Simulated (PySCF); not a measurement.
## Shifts of the heteroatoms

Bonds (- single, = double, # triple, : aromatic): Si1-C2 1.873 Å, C2=C3 1.329 Å, C3-C4 1.485 Å, C4-Si5 1.912 Å. Si1 carries H6, H7, H8; C2 carries H9; C3 carries H10; C4 carries H11, H12; Si5 carries H13, H14, H15. Stereochemistry as in [SiH3]/C=C/C[SiH3].

PySCF 2.14.0 with density-fitted response routines calculation with GIAO PBE0/pcSseg-1 shieldings and geometry: GFN2-xTB; rapidly exchanging positions averaged, relativity neglected, no solvent model, one computed conformer.

Q: What are the ²⁹Si shifts?

A: 
```json
{"atoms": "Si5", "environment": "silicon bonded to C, 3 H", "σ (ppm)": "418.6", "δ (ppm)": "-64.1"}
{"atoms": "Si1", "environment": "silicon bonded to C, 3 H", "σ (ppm)": "424.2", "δ (ppm)": "-68.7"}
```

Shieldings were converted by a linear fit to measured shifts: ²⁹Si (scatter 8.9 ppm rms, 25.8 ppm with the 6 outliers that the fit left out vs TMS, solution or neat liquid). A few per cent of atoms miss by over 2 rms, more outside the fitted compound classes.

On a 500 MHz spectrometer ²⁹Si resonates near 99.3 MHz, so 1 ppm is 99.3 Hz.
